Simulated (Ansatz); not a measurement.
System: arsine, AsH$_{3}$, charge 0, multiplicity 1. 
Coordinates optimised at B3LYP-D3(BJ)/def2-TZVP (Ansatz, a first-principles code):
```
As
H 1 1.5252
H 1 1.5252 2 92.02
H 1 1.5252 2 92.02 3 -92.09
```

Property: vertical triplet-singlet gap (E(triplet) - E(singlet); each state is the SCF solution reached for its spin; the molecule has degenerate orbitals, so one determinant may break the symmetry; for the triplet the Hartree-Fock reference is unstable and T1 is 0.019), in kcal/mol. Valence correlation only, unless marked. UHF or UKS for open shells. Spin-orbit coupling is left out. Frozen are the shells of the preceding noble gas and the d and f shells that filled before the atom's block. Non-relativistic. Basis-set limits of correlation are two-point, X^-3; Hartree-Fock from the larger set. [CCSD(T)-MP2]/basis is that difference in the basis named.

```tsv
level	program	vertical triplet-singlet gap (kcal/mol)
SVWN5/def2-TZVPD	Ansatz	(withheld)
PBE/def2-TZVPD	Ansatz	133.9
r2SCAN/def2-TZVPD	Ansatz	(withheld)
BHLYP/def2-TZVPD	Ansatz	(withheld)
CAM-B3LYP/def2-TZVPD	Ansatz	138.0
wB97M-V/def2-TZVPD	Ansatz	138.4
SCS-MP2/def2-TZVPPD	Ansatz	139.0
CCSD/aug-cc-pVDZ	Ansatz	135.6
CCSD/def2-TZVPPD	Ansatz	136.3
CCSD/def2-QZVPPD	Ansatz	(withheld)
RI-MP2/CBS(def2-TZVPPD,def2-QZVPPD)+[CCSD(T)-MP2]/def2-TZVPPD	Ansatz	137.2
```

**Question.** Some entries are withheld; supply them.

**Answer.** 
- SVWN5/def2-TZVPD, vertical triplet-singlet gap (kcal/mol): 139.1
- r2SCAN/def2-TZVPD, vertical triplet-singlet gap (kcal/mol): 133.6
- BHLYP/def2-TZVPD, vertical triplet-singlet gap (kcal/mol): 136.7
- CCSD/def2-QZVPPD, vertical triplet-singlet gap (kcal/mol): 136.2
